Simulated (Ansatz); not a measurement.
# Molecular dynamics of GeH₇O₂P

Input file:

```yaml
crystal:
  periodic: [false, false, false]
  atoms:
    - { symbol: Ge, position_ang: [-0.184336, -0.086896, -0.004246] }
    - { symbol: O, position_ang: [0.082087, -0.004375, 1.951066] }
    - { symbol: H, position_ang: [-0.639951, 0.162725, 2.549536] }
    - { symbol: H, position_ang: [1.14998, 0.095332, -0.68963] }
    - { symbol: H, position_ang: [-0.9981, 1.207951, 0.006974] }
    - { symbol: O, position_ang: [-1.359055, -1.259447, -0.512481] }
    - { symbol: H, position_ang: [-1.046684, -2.153986, -0.484576] }
    - { symbol: P, position_ang: [1.346211, -2.643661, 1.133608] }
    - { symbol: H, position_ang: [0.406079, -3.511683, 0.520558] }
    - { symbol: H, position_ang: [2.154897, -2.456951, -0.011892] }
    - { symbol: H, position_ang: [0.517573, -0.884208, 2.102782] }
basis:
  gaussian: { orbitals: def2-SVP }
hamiltonian:
  xc: hf
md:
  timestep: 0.5
  n_steps: 200
  ensemble: nve
  temperature: 100.0
  initial_velocities: maxwell_boltzmann
  seed: 6429
```

Command:

```bash
$ ansatz run input.yaml --threads 2 --pin off --max-ram 3072MiB --backend cpu --events-out ev --progress --plain --runs-dir out
```

It starts at the highest image of a converged band. Of that band: Neighbouring images differ by up to 1.7 eV, so the band resolves the path poorly. A vibrational analysis at the climbing image gives one clearly imaginary mode, 264i cm⁻¹: a first-order saddle point.

Output, in part (one step line in 3, the closing report, with atoms numbered from 0):

```
md step     0: t =     0.00 fs  T =   100.0 K  F+E_penalty+E_count = -69915.61631491 eV  E_kin = 0.116334 eV  conserved = -69915.49998091 eV  (33 SCF iters)
md step     3: t =     1.50 fs  T =    79.1 K  F+E_penalty+E_count = -69915.59149035 eV  E_kin = 0.091989 eV  conserved = -69915.49950134 eV  (34 SCF iters)
md step     6: t =     3.00 fs  T =    59.0 K  F+E_penalty+E_count = -69915.56801016 eV  E_kin = 0.068646 eV  conserved = -69915.49936443 eV  (34 SCF iters)
md step     9: t =     4.50 fs  T =    58.7 K  F+E_penalty+E_count = -69915.56787500 eV  E_kin = 0.068327 eV  conserved = -69915.49954801 eV  (35 SCF iters)
md step    12: t =     6.00 fs  T =    62.2 K  F+E_penalty+E_count = -69915.57184376 eV  E_kin = 0.072310 eV  conserved = -69915.49953368 eV  (35 SCF iters)
md step    15: t =     7.50 fs  T =    63.4 K  F+E_penalty+E_count = -69915.57353053 eV  E_kin = 0.073736 eV  conserved = -69915.49979416 eV  (35 SCF iters)
md step    18: t =     9.00 fs  T =    41.2 K  F+E_penalty+E_count = -69915.54745838 eV  E_kin = 0.047973 eV  conserved = -69915.49948577 eV  (35 SCF iters)
md step    21: t =    10.50 fs  T =    26.1 K  F+E_penalty+E_count = -69915.52955445 eV  E_kin = 0.030340 eV  conserved = -69915.49921474 eV  (35 SCF iters)
md step    24: t =    12.00 fs  T =    41.7 K  F+E_penalty+E_count = -69915.54812557 eV  E_kin = 0.048480 eV  conserved = -69915.49964567 eV  (35 SCF iters)
md step    27: t =    13.50 fs  T =    52.0 K  F+E_penalty+E_count = -69915.56006679 eV  E_kin = 0.060517 eV  conserved = -69915.49954953 eV  (35 SCF iters)
md step    30: t =    15.00 fs  T =    58.0 K  F+E_penalty+E_count = -69915.56710261 eV  E_kin = 0.067454 eV  conserved = -69915.49964851 eV  (36 SCF iters)
md step    33: t =    16.50 fs  T =    51.7 K  F+E_penalty+E_count = -69915.55983121 eV  E_kin = 0.060169 eV  conserved = -69915.49966197 eV  (35 SCF iters)
md step    36: t =    18.00 fs  T =    39.2 K  F+E_penalty+E_count = -69915.54480300 eV  E_kin = 0.045611 eV  conserved = -69915.49919213 eV  (35 SCF iters)
md step    39: t =    19.50 fs  T =    58.3 K  F+E_penalty+E_count = -69915.56747826 eV  E_kin = 0.067810 eV  conserved = -69915.49966829 eV  (34 SCF iters)
md step    42: t =    21.00 fs  T =    68.5 K  F+E_penalty+E_count = -69915.57952449 eV  E_kin = 0.079730 eV  conserved = -69915.49979412 eV  (35 SCF iters)
md step    45: t =    22.50 fs  T =    54.4 K  F+E_penalty+E_count = -69915.56271274 eV  E_kin = 0.063269 eV  conserved = -69915.49944343 eV  (35 SCF iters)
md step    48: t =    24.00 fs  T =    45.7 K  F+E_penalty+E_count = -69915.55276809 eV  E_kin = 0.053189 eV  conserved = -69915.49957934 eV  (35 SCF iters)
md step    51: t =    25.50 fs  T =    37.3 K  F+E_penalty+E_count = -69915.54282385 eV  E_kin = 0.043422 eV  conserved = -69915.49940155 eV  (35 SCF iters)
md step    54: t =    27.00 fs  T =    43.2 K  F+E_penalty+E_count = -69915.54978813 eV  E_kin = 0.050301 eV  conserved = -69915.49948716 eV  (35 SCF iters)
md step    57: t =    28.50 fs  T =    53.3 K  F+E_penalty+E_count = -69915.56174778 eV  E_kin = 0.061981 eV  conserved = -69915.49976675 eV  (34 SCF iters)
md step    60: t =    30.00 fs  T =    43.6 K  F+E_penalty+E_count = -69915.55023590 eV  E_kin = 0.050765 eV  conserved = -69915.49947128 eV  (34 SCF iters)
md step    63: t =    31.50 fs  T =    38.0 K  F+E_penalty+E_count = -69915.54375135 eV  E_kin = 0.044216 eV  conserved = -69915.49953518 eV  (34 SCF iters)
md step    66: t =    33.00 fs  T =    35.7 K  F+E_penalty+E_count = -69915.54103764 eV  E_kin = 0.041526 eV  conserved = -69915.49951166 eV  (34 SCF iters)
md step    69: t =    34.50 fs  T =    40.4 K  F+E_penalty+E_count = -69915.54644973 eV  E_kin = 0.047028 eV  conserved = -69915.49942220 eV  (35 SCF iters)
md step    72: t =    36.00 fs  T =    54.7 K  F+E_penalty+E_count = -69915.56337693 eV  E_kin = 0.063577 eV  conserved = -69915.49979974 eV  (35 SCF iters)
md step    75: t =    37.50 fs  T =    47.8 K  F+E_penalty+E_count = -69915.55507854 eV  E_kin = 0.055582 eV  conserved = -69915.49949688 eV  (35 SCF iters)
md step    78: t =    39.00 fs  T =    43.1 K  F+E_penalty+E_count = -69915.54957084 eV  E_kin = 0.050152 eV  conserved = -69915.49941841 eV  (35 SCF iters)
md step    81: t =    40.50 fs  T =    49.3 K  F+E_penalty+E_count = -69915.55702811 eV  E_kin = 0.057379 eV  conserved = -69915.49964885 eV  (35 SCF iters)
md step    84: t =    42.00 fs  T =    49.5 K  F+E_penalty+E_count = -69915.55696811 eV  E_kin = 0.057600 eV  conserved = -69915.49936771 eV  (35 SCF iters)
md step    87: t =    43.50 fs  T =    63.5 K  F+E_penalty+E_count = -69915.57348061 eV  E_kin = 0.073842 eV  conserved = -69915.49963857 eV  (35 SCF iters)
md step    90: t =    45.00 fs  T =    68.1 K  F+E_penalty+E_count = -69915.57898299 eV  E_kin = 0.079223 eV  conserved = -69915.49975955 eV  (35 SCF iters)
md step    93: t =    46.50 fs  T =    53.6 K  F+E_penalty+E_count = -69915.56169345 eV  E_kin = 0.062330 eV  conserved = -69915.49936322 eV  (35 SCF iters)
md step    96: t =    48.00 fs  T =    54.9 K  F+E_penalty+E_count = -69915.56338120 eV  E_kin = 0.063860 eV  conserved = -69915.49952094 eV  (36 SCF iters)
md step    99: t =    49.50 fs  T =    62.3 K  F+E_penalty+E_count = -69915.57207729 eV  E_kin = 0.072518 eV  conserved = -69915.49955920 eV  (35 SCF iters)
md step   102: t =    51.00 fs  T =    70.0 K  F+E_penalty+E_count = -69915.58098688 eV  E_kin = 0.081419 eV  conserved = -69915.49956740 eV  (35 SCF iters)
md step   105: t =    52.50 fs  T =    71.9 K  F+E_penalty+E_count = -69915.58339468 eV  E_kin = 0.083624 eV  conserved = -69915.49977063 eV  (35 SCF iters)
md step   108: t =    54.00 fs  T =    54.4 K  F+E_penalty+E_count = -69915.56266055 eV  E_kin = 0.063303 eV  conserved = -69915.49935786 eV  (35 SCF iters)
md step   111: t =    55.50 fs  T =    53.4 K  F+E_penalty+E_count = -69915.56145976 eV  E_kin = 0.062075 eV  conserved = -69915.49938491 eV  (35 SCF iters)
md step   114: t =    57.00 fs  T =    69.4 K  F+E_penalty+E_count = -69915.58034534 eV  E_kin = 0.080745 eV  conserved = -69915.49960045 eV  (35 SCF iters)
md step   117: t =    58.50 fs  T =    82.9 K  F+E_penalty+E_count = -69915.59602434 eV  E_kin = 0.096493 eV  conserved = -69915.49953167 eV  (35 SCF iters)
md step   120: t =    60.00 fs  T =    93.0 K  F+E_penalty+E_count = -69915.60801689 eV  E_kin = 0.108226 eV  conserved = -69915.49979064 eV  (35 SCF iters)
md step   123: t =    61.50 fs  T =    83.3 K  F+E_penalty+E_count = -69915.59625209 eV  E_kin = 0.096848 eV  conserved = -69915.49940392 eV  (36 SCF iters)
md step   126: t =    63.00 fs  T =    88.6 K  F+E_penalty+E_count = -69915.60236584 eV  E_kin = 0.103083 eV  conserved = -69915.49928333 eV  (35 SCF iters)
md step   129: t =    64.50 fs  T =   119.5 K  F+E_penalty+E_count = -69915.63878347 eV  E_kin = 0.138988 eV  conserved = -69915.49979546 eV  (35 SCF iters)
md step   132: t =    66.00 fs  T =   129.7 K  F+E_penalty+E_count = -69915.65047732 eV  E_kin = 0.150840 eV  conserved = -69915.49963754 eV  (35 SCF iters)
md step   135: t =    67.50 fs  T =   127.9 K  F+E_penalty+E_count = -69915.64829813 eV  E_kin = 0.148751 eV  conserved = -69915.49954720 eV  (35 SCF iters)
md step   138: t =    69.00 fs  T =   125.1 K  F+E_penalty+E_count = -69915.64508189 eV  E_kin = 0.145557 eV  conserved = -69915.49952487 eV  (35 SCF iters)
md step   141: t =    70.50 fs  T =   128.5 K  F+E_penalty+E_count = -69915.64873718 eV  E_kin = 0.149471 eV  conserved = -69915.49926620 eV  (35 SCF iters)
md step   144: t =    72.00 fs  T =   157.0 K  F+E_penalty+E_count = -69915.68229317 eV  E_kin = 0.182620 eV  conserved = -69915.49967344 eV  (36 SCF iters)
md step   147: t =    73.50 fs  T =   173.2 K  F+E_penalty+E_count = -69915.70129698 eV  E_kin = 0.201530 eV  conserved = -69915.49976724 eV  (36 SCF iters)
md step   150: t =    75.00 fs  T =   169.2 K  F+E_penalty+E_count = -69915.69626318 eV  E_kin = 0.196869 eV  conserved = -69915.49939385 eV  (35 SCF iters)
md step   153: t =    76.50 fs  T =   177.7 K  F+E_penalty+E_count = -69915.70627484 eV  E_kin = 0.206757 eV  conserved = -69915.49951833 eV  (35 SCF iters)
md step   156: t =    78.00 fs  T =   196.0 K  F+E_penalty+E_count = -69915.72737891 eV  E_kin = 0.228005 eV  conserved = -69915.49937435 eV  (34 SCF iters)
md step   159: t =    79.50 fs  T =   231.5 K  F+E_penalty+E_count = -69915.76884575 eV  E_kin = 0.269264 eV  conserved = -69915.49958222 eV  (35 SCF iters)
md step   162: t =    81.00 fs  T =   263.0 K  F+E_penalty+E_count = -69915.80578381 eV  E_kin = 0.306008 eV  conserved = -69915.49977562 eV  (35 SCF iters)
md step   165: t =    82.50 fs  T =   274.7 K  F+E_penalty+E_count = -69915.81895890 eV  E_kin = 0.319590 eV  conserved = -69915.49936866 eV  (35 SCF iters)
md step   168: t =    84.00 fs  T =   300.9 K  F+E_penalty+E_count = -69915.84951733 eV  E_kin = 0.350027 eV  conserved = -69915.49949000 eV  (35 SCF iters)
md step   171: t =    85.50 fs  T =   335.5 K  F+E_penalty+E_count = -69915.88983498 eV  E_kin = 0.390277 eV  conserved = -69915.49955808 eV  (35 SCF iters)
md step   174: t =    87.00 fs  T =   370.4 K  F+E_penalty+E_count = -69915.93039799 eV  E_kin = 0.430944 eV  conserved = -69915.49945442 eV  (34 SCF iters)
md step   177: t =    88.50 fs  T =   412.5 K  F+E_penalty+E_count = -69915.97949878 eV  E_kin = 0.479832 eV  conserved = -69915.49966656 eV  (34 SCF iters)
md step   180: t =    90.00 fs  T =   444.6 K  F+E_penalty+E_count = -69916.01675806 eV  E_kin = 0.517223 eV  conserved = -69915.49953475 eV  (35 SCF iters)
md step   183: t =    91.50 fs  T =   479.9 K  F+E_penalty+E_count = -69916.05764316 eV  E_kin = 0.558246 eV  conserved = -69915.49939745 eV  (35 SCF iters)
md step   186: t =    93.00 fs  T =   530.5 K  F+E_penalty+E_count = -69916.11670698 eV  E_kin = 0.617125 eV  conserved = -69915.49958159 eV  (35 SCF iters)
md step   189: t =    94.50 fs  T =   582.6 K  F+E_penalty+E_count = -69916.17729136 eV  E_kin = 0.677815 eV  conserved = -69915.49947667 eV  (35 SCF iters)
md step   192: t =    96.00 fs  T =   642.2 K  F+E_penalty+E_count = -69916.24667837 eV  E_kin = 0.747116 eV  conserved = -69915.49956193 eV  (34 SCF iters)
md step   195: t =    97.50 fs  T =   701.5 K  F+E_penalty+E_count = -69916.31564254 eV  E_kin = 0.816045 eV  conserved = -69915.49959737 eV  (34 SCF iters)
md step   198: t =    99.00 fs  T =   759.0 K  F+E_penalty+E_count = -69916.38241036 eV  E_kin = 0.882998 eV  conserved = -69915.49941280 eV  (35 SCF iters)
md step   200: t =   100.00 fs  T =   804.9 K  F+E_penalty+E_count = -69916.43584846 eV  E_kin = 0.936340 eV  conserved = -69915.49950821 eV  (36 SCF iters)
Total energy: -69916.43584846 eV, -2569.3816263686 hartree
Atom 0 at    -0.115351    -0.259121     0.023361 Å, force    -0.431458    -1.373726    -0.200272 eV/Å
Atom 1 at     0.170327     0.203460     2.291280 Å, force     0.510427     0.216196    -0.015197 eV/Å
Atom 2 at    -0.507120     0.664514     2.746146 Å, force    -0.429887     0.317932     0.413611 eV/Å
Atom 3 at     1.004758     0.255249    -0.894165 Å, force    -0.057719     0.132640    -0.073050 eV/Å
Atom 4 at    -1.059687     0.960013     0.364876 Å, force     0.615727    -0.643100    -0.059853 eV/Å
Atom 5 at    -1.411599    -1.272232    -0.700768 Å, force     0.248168     0.600107    -0.076751 eV/Å
Atom 6 at    -1.173634    -2.164107    -0.883214 Å, force     0.051959    -0.124647    -0.083313 eV/Å
Atom 7 at     1.175209    -2.373255     0.973478 Å, force    -0.799989     1.068981    -0.030852 eV/Å
Atom 8 at     0.319949    -3.311889     0.353917 Å, force     0.024934    -0.020078     0.028024 eV/Å
Atom 9 at     2.181888    -2.438142     0.001357 Å, force     0.143569     0.100895    -0.243813 eV/Å
Atom 10 at     0.494966    -0.501927     2.824723 Å, force     0.124269    -0.275200     0.341467 eV/Å
Dipole moment:     0.063037     0.229341     0.548496 e Å
```

The run went to its last step. The conserved energy stayed within 0.073 meV per atom of its start (net change 0.043 meV per atom), so the integration is sound. The kinetic energy rose, since the run started high on the potential surface and went downhill. It ends in pieces (GeH5OP + H2O), so much of that is their flight and rotation, not heat. A run of 0.1 ps of so small a system gives no equilibrium averages. The orbitals stay closed-shell, which can raise the energy where a bond breaks towards radicals; this wasn't checked here.

Between its relaxed ends the band would form Ge1–P8, O2–H11 and break Ge1–O2, P8–H11. These pairs go: Ge1–P8 3.19 → 2.65 Å, O2–H11 0.99 → 0.94 Å, Ge1–O2 1.98 → 2.33 Å, P8–H11 2.17 → 2.72 Å. In the last frame they stand as after the step (other bonds may differ from the relaxed reactants and products). It ends as GeH5OP + H2O by the count below, though a long contact still joins these pieces: Ge1–O2, 2.33 Å. Pairs count as bonded within 1.25 times the sum of covalent radii (0.12 Å more for H–H).

Last frame:

```xyz
11
Properties=species:S:1:pos:R:3
Ge -0.115 -0.259 0.023
O 0.170 0.203 2.291
H -0.507 0.664 2.746
H 1.005 0.255 -0.894
H -1.060 0.960 0.365
O -1.412 -1.272 -0.701
H -1.174 -2.164 -0.883
P 1.175 -2.373 0.974
H 0.320 -3.312 0.354
H 2.182 -2.438 0.001
H 0.495 -0.502 2.825
```

Time of the run: 5.8 min on 2 threads of Arm Neoverse V1, with other jobs on the host, peak memory 0.25 GiB.
